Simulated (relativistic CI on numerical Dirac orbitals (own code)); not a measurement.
## Line list: Electric-dipole lines, Sm²⁸⁺

Computed by Dirac-Coulomb-Breit CI, KLI orbitals optimised for each configuration, model QED (radiative potential, 1s self-energy scaled to tabulated hydrogen-like ionisation energies), unscaled Slater integrals (own radial code, finite nucleus).

CI space (outside the closed core [Ar] 3d10): 4s2 4p4, 4s 4p5, 4s2 4p3 4d, 4p6, 4s 4p4 4d, 4s2 4p3 4f, 4s 4p4 4f, 4p5 4d, 4s 4p3 4d2, 4s2 4p2 4d 4f, 4p5 4f, 4p4 4d2, 4p3 4d3, 4p3 4d2 4f. Double excitations out of closed p, d and f shells are left out; levels of such configurations are missing from the list, as are those of other unlisted configurations, and high levels can miss mixing partners.

```tsv
λ vac (nm)	Lower	Upper	A (s⁻¹)	log gf	S velocity/length
7.1266	4s 4p5 3P°_1 [7]	4s 4p4 4d 3P_2 [104]	2.28e+11	-0.06	0.84
7.1271	4s 4p5 3P°_2 [6]	4s 4p4 4d 3F_3 [98]	3.10e+11	0.22	0.89
7.2104	4s 4p5 3P°_2 [6]	4s 4p4 4d 3P_2 [97]	3.38e+11	0.12	0.84
7.2536	4s 4p5 3P°_2 [6]	4s 4p4 4d 3D_3 [94]	2.01e+11	0.05	0.85
7.3738	4s2 4p4 3P_2 [1]	4s2 4p3 4d 1F°_3 [37]	1.17e+11	-0.17	0.87
7.5135	4s 4p5 3P°_2 [6]	4s 4p4 4d 3S_1 [89]	5.43e+11	0.14	0.91
7.5436	4s2 4p4 1S_0 [2]	4s2 4p3 4d 1P°_1 [38]	4.16e+11	0.03	0.81
7.6048	4s2 4p4 3P_2 [1]	4s2 4p3 4d 3P°_1 [34]	4.13e+11	0.03	0.84
7.6106	4s2 4p4 3P_1 [3]	4s2 4p3 4d 3D°_2 [45]	3.64e+11	0.20	0.83
7.6996	4s2 4p4 3P_2 [1]	4s2 4p3 4d 3D°_3 [32]	8.83e+11	0.74	0.83
7.7368	4s2 4p4 3P_2 [1]	4s2 4p3 4d 3D°_2 [31]	2.55e+11	0.06	0.78
7.7384	4s2 4p4 1S_0 [2]	4s2 4p3 4d 3S°_1 [36]	4.12e+11	0.05	0.78
7.7542	4s2 4p4 1D_2 [4]	4s2 4p3 4d 1F°_3 [46]	9.13e+11	0.76	0.86
7.7887	4s2 4p4 1D_2 [4]	4s2 4p3 4d 3D°_2 [45]	4.25e+11	0.29	0.74
7.7937	4s2 4p4 3P_2 [1]	4s2 4p3 4d 3P°_2 [29]	5.33e+11	0.39	0.82
7.8104	4s2 4p4 3P_1 [3]	4s2 4p3 4d 3P°_1 [43]	6.22e+11	0.23	0.80
7.8731	4s2 4p4 3P_1 [3]	4s2 4p3 4d 3P°_0 [42]	9.20e+11	-0.07	0.84
7.9019	4s2 4p4 3P_2 [1]	4s2 4p3 4d 3S°_1 [28]	4.37e+11	0.09	0.75
8.2508	4s2 4p3 4d 3F°_2 [18]	4s2 4p3 4f 3G_3 [110]	2.80e+11	0.30	1.03
8.3544	4s2 4p3 4d 3F°_2 [8]	4s2 4p3 4f 3F_3 [77]	2.70e+11	0.30	1.04
8.3952	4s2 4p3 4d 3F°_3 [10]	4s2 4p3 4f 5F_4 [80]	2.83e+11	0.43	1.06
8.4433	4s2 4p3 4d 3G°_4 [22]	4s2 4p3 4f 1H_5 [114]	2.19e+11	0.41	1.16
8.6699	4s2 4p3 4d 3F°_4 [26]	4s2 4p3 4f 3G_5 [117]	2.58e+11	0.51	1.08
8.7115	4s2 4p3 4d 3F°_4 [12]	4s 4p4 4d 3G_5 [83]	1.04e+11	0.11	1.12
8.7622	4s2 4p3 4d 5D°_4 [24]	4s2 4p3 4f 5F_5 [108]	2.64e+11	0.52	1.09
8.7793	4s2 4p3 4d 3F°_4 [12]	4s2 4p3 4f 3G_5 [79]	2.17e+11	0.44	1.10
8.8270	4s2 4p3 4d 1F°_3 [33]	4s2 4p3 4f 1G_4 [127]	2.94e+11	0.49	1.12
8.8323	4s2 4p3 4d 3G°_5 [27]	4s2 4p3 4f 3H_6 [116]	2.56e+11	0.59	1.17
8.8357	4s2 4p3 4d 3F°_4 [40]	4s2 4p3 4f 3G_5 [152]	2.89e+11	0.57	1.12
8.8457	4s2 4p4 3P_1 [3]	4s2 4p3 4d 1D°_2 [39]	4.40e+11	0.41	0.81
8.9027	4s2 4p4 3P_0 [5]	4s2 4p3 4d 1P°_1 [52]	7.70e+11	0.44	0.76
8.9459	4s 4p5 3P°_2 [6]	4s 4p4 4d 3D_3 [66]	1.58e+11	0.12	0.92
9.0691	4s2 4p3 4d 3D°_1 [15]	4s2 4p3 4f 3F_2 [92]	2.13e+11	0.12	1.13
9.0848	4s2 4p3 4d 3G°_3 [14]	4s2 4p3 4f 3F_4 [88]	2.19e+11	0.39	1.26
9.0873	4s2 4p4 1D_2 [4]	4s2 4p3 4d 1D°_2 [39]	2.64e+11	0.21	0.68
9.2309	4s2 4p4 1D_2 [4]	4s2 4p3 4d 1P°_1 [38]	2.46e+11	-0.02	0.72
9.5025	4s2 4p4 1D_2 [4]	4s2 4p3 4d 1F°_3 [37]	1.80e+11	0.23	0.84
9.5243	4s2 4p4 1D_2 [4]	4s2 4p3 4d 3S°_1 [36]	2.54e+11	0.02	0.84
9.7190	4s2 4p4 3P_2 [1]	4s2 4p3 4d 3G°_3 [14]	1.32e+11	0.12	0.81
9.7228	4s2 4p4 1D_2 [4]	4s2 4p3 4d 3D°_2 [35]	1.07e+11	-0.12	0.71
10.091	4s2 4p4 3P_2 [1]	4s2 4p3 4d 3D°_2 [13]	9.84e+10	-0.12	0.83
10.156	4s2 4p3 4d 3G°_5 [27]	4s 4p4 4d 3F_4 [100]	1.74e+11	0.38	0.97
10.454	4s2 4p3 4d 3F°_4 [12]	4s 4p4 4d 3F_4 [65]	8.30e+10	0.09	1.21
10.512	4s2 4p3 4d 3F°_4 [12]	4s 4p4 4d 5P_3 [63]	1.41e+11	0.21	1.11
10.645	4s2 4p3 4d 3F°_3 [10]	4s 4p4 4d 5P_2 [60]	1.29e+11	0.04	1.14
```

Terms are leading LS components. Brackets give the number of a level in order of energy, since labels repeat. The list gives strong lines, with weight on those to low levels, among the lowest 200 of 2773 levels, so that lines to higher ones, which can be the strongest, are missing. Levels whose partners in the same complex of configurations lie outside the list can be far off, and so can their lines. Rates are taken at the computed energies, electric ones in the length gauge. A velocity-to-length ratio far from 1 marks an uncertain rate.

At this charge energies of transitions that change n are usually good to better than 1 %, and those within a shell (Δn = 0) to a few per cent.

LS names give the leading component of a level, which can be under half, so a name can repeat, a term be missing and a line seem to break the LS rules.
